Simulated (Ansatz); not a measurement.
Species: H$_{2}$BS, SMILES `[BH]S` (H–B–S–H torsion 0°) (charge 0, multiplicity 2).

Q: Give a relaxed geometry from PBE0-D4/def2-TZVP run with Ansatz (a quantum-chemistry and plane-wave program).

A: Several could match; the one computed here: the end point of this relaxation, one of several conformers (outside a Z-matrix the atoms follow the SMILES, hydrogens last).
Bond lengths (Å): B1–S2 1.734, B1–H3 1.187, S2–H4 1.358. Bond angles (°): S2–B1–H3 133.0, B1–S2–H4 101.8.
